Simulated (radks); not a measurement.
Spherical jellium clusters: N electrons in a uniform positive sphere of charge N and radius rs N^(1/3), rs = 4.35 bohr. Calculated with a radial shooting solver with Libxc functionals: non-relativistic Kohn-Sham, LDA (Slater exchange, Perdew-Wang correlation), spin-polarised, spherical densities. Levels are named by radial order and angular momentum (1s, 1p, 1d, 2s, ...), and open shells are averaged over m.

N = 2, configuration 1s2. This is the lowest configuration that the search found. Occupied and some empty levels:

| level | occupation | eigenvalue (eV) | <r> (bohr) |
|---|---|---|---|
| 1s | 2 | -2.9917 | 4.401 |
| 1p | 0 | -1.2287 | 6.315 |
| 2s | 0 | -0.19507 | 11.88 |

Energy (eV): total -3.36955, kinetic 2.6893, external -22.906, Hartree 11.168, exchange-correlation -6.2371, background 11.916. Static polarisability (adiabatic kernel): 257.8 bohr^3, against R^3 = 164.6 for a classical metal sphere.
